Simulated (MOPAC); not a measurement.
Job for MOPAC: PM7 on FH3Sn (SMILES [F][SnH3]), a point of a bond scan (R = 1.941 Å).

```
PM7 1SCF PRECISE CHARGE=0 THREADS=1
FH3Sn

Sn    -0.23519491 1    -0.07216408 1    -0.08673068 1
F      1.51443832 1     0.46467012 1     0.55846556 1
H      0.08984727 1    -1.18217036 1    -1.33958590 1
H     -0.96056705 1     1.37602894 1    -0.61963295 1
H     -0.99947951 1    -0.76768566 1     1.26956257 1
```

It printed:

```
*******************************************************************************
 **                                                                           **
 **                              MOPAC v23.2.5                                **
 **                                                                           **
 *******************************************************************************
 ** MOPAC's Digital Object Identifier: https://doi.org/10.5281/zenodo.6511958 **
 **                                                                           **
 ** Please cite the open-source release paper for use of this MOPAC version:  **
 ** J. E. Moussa and J. J. P. Stewart (2026)                                  **
 ** MOPAC: An open-source semiempirical molecular orbital program             **
 ** J. Open Source Softw., 11(119), 8025, https://doi.org/10.21105/joss.08025 **
 *******************************************************************************

                              PM7 CALCULATION RESULTS

 *******************************************************************************
 *  PM7        - The PM7 Hamiltonian to be used
 *
 *
 *
 *                 CHARGE ON SYSTEM = 0
 *
 *
 *
 *  PRECISE    - TIGHTER CRITERIA TO BE USED
 *  1SCF       - DO 1 SCF AND THEN STOP
 *  THREADS=1  - MULTI-THREADING NOT USED
 *  T=         - A TIME OF 172800.0 SECONDS REQUESTED
 *  DUMP=N     - RESTART FILE WRITTEN EVERY 7200.0 SECONDS REQUESTED
 *******************************************************************************
PM7 1SCF PRECISE CHARGE=0 THREADS=1
 FH3Sn

   ATOM   CHEMICAL          X               Y               Z
  NUMBER   SYMBOL      (ANGSTROMS)     (ANGSTROMS)     (ANGSTROMS)

     1      Sn         -0.23519491  *  -0.07216408  *  -0.08673068  *
     2       F          1.51443832  *   0.46467012  *   0.55846556  *
     3       H          0.08984727  *  -1.18217036  *  -1.33958590  *
     4       H         -0.96056705  *   1.37602894  *  -0.61963295  *
     5       H         -0.99947951  *  -0.76768566  *   1.26956257  *



          CARTESIAN COORDINATES

    NO.       ATOM           X           Y           Z

     1        Sn         -0.2352     -0.0722     -0.0867
     2         F          1.5144      0.4647      0.5585
     3         H          0.0898     -1.1822     -1.3396
     4         H         -0.9606      1.3760     -0.6196
     5         H         -0.9995     -0.7677      1.2696

 General Reference for PM7:
 "Optimization of Parameters for Semiempirical Methods VI: More Modifications to the
 NDDO Approximations and Re-optimization of Parameters", J. J. P. Stewart, J. Mol. Mod., 1:32, 19 (2013)
 https://link.springer.com/article/10.1007/s00894-012-1667-x

           Empirical Formula: H3 Sn F  =     5 atoms



      MOLECULAR POINT GROUP   :   C3v


      RHF CALCULATION, NO. OF DOUBLY OCCUPIED LEVELS = 7



 ALL CONVERGERS ARE NOW FORCED ON
 SHIFT=10, PULAY ON, CAMP-KING ON
 AND ITERATION COUNTER RESET



 -------------------------------------------------------------------------------
 PM7 1SCF PRECISE CHARGE=0 THREADS=1
 FH3Sn



     1SCF WAS SPECIFIED, SO BFGS WAS NOT USED
     SCF FIELD WAS ACHIEVED


                              PM7 CALCULATION
                                                       MOPAC v23.2.5 Linux




          FINAL HEAT OF FORMATION =        -42.80399 KCAL/MOL =    -179.09191 KJ/MOL


          COSMO AREA              =         91.93 SQUARE ANGSTROMS
          COSMO VOLUME            =         79.06 CUBIC ANGSTROMS

          IONIZATION POTENTIAL    =         11.949275 EV
          HOMO LUMO ENERGIES (EV) =        -11.949  2.181
          NO. OF FILLED LEVELS    =          7
          MOLECULAR WEIGHT        =        140.7121         POINT GROUP:  C3v

          MOLECULAR DIMENSIONS (Angstroms)

            Atom       Atom       Distance
            H     5    F     2     2.88862
            H     4    H     3     2.85764
            F     2    H     3     2.03141


          SCF CALCULATIONS        =          1





   ATOM   CHEMICAL          X               Y               Z
  NUMBER   SYMBOL      (ANGSTROMS)     (ANGSTROMS)     (ANGSTROMS)

     1      Sn         -0.23519491  *  -0.07216408  *  -0.08673068  *
     2       F          1.51443832  *   0.46467012  *   0.55846556  *
     3       H          0.08984727  *  -1.18217036  *  -1.33958590  *
     4       H         -0.96056705  *   1.37602894  *  -0.61963295  *
     5       H         -0.99947951  *  -0.76768566  *   1.26956257  *

                             CARTESIAN COORDINATES

   1   Sn       -0.235194910    -0.072164080    -0.086730680
   2    F        1.514438320     0.464670120     0.558465560
   3    H        0.089847270    -1.182170360    -1.339585900
   4    H       -0.960567050     1.376028940    -0.619632950
   5    H       -0.999479510    -0.767685660     1.269562570


           Empirical Formula: H3 Sn F  =     5 atoms



      MOLECULAR POINT GROUP   :   C3v


                  EIGENVALUES
 -35.65132 -13.68696 -13.68696 -13.43487 -12.40113 -11.94928 -11.94928   2.18103
   4.12958   5.30337   5.30337


              NET ATOMIC CHARGES AND DIPOLE CONTRIBUTIONS

  ATOM NO.   TYPE          CHARGE      No. of ELECS.   s-Pop       p-Pop
    1         Sn           1.043671        2.9563     0.88003     2.07630
    2          F          -0.691217        7.6912     1.96336     5.72785
    3          H          -0.117485        1.1175     1.11748
    4          H          -0.117485        1.1175     1.11748
    5          H          -0.117485        1.1175     1.11748
 DIPOLE           X         Y         Z       TOTAL
 POINT-CHG.    -5.152    -1.581    -1.900     5.714
 HYBRID         1.611     0.494     0.594     1.786
 SUM           -3.541    -1.087    -1.306     3.928


          ATOMIC ORBITAL ELECTRON POPULATIONS

     Atom    s        px        py        pz
    1 Sn   0.88003   0.46627   0.81303   0.79701
    2  F   1.96336   1.79043   1.97293   1.96450
    3  H   1.11748
    4  H   1.11748
    5  H   1.11748

 **********************
 *                    *
 * JOB ENDED NORMALLY *
 *                    *
 **********************




 == MOPAC DONE ==
```

The run finished.

Cost: very roughly 0.09 core-seconds.
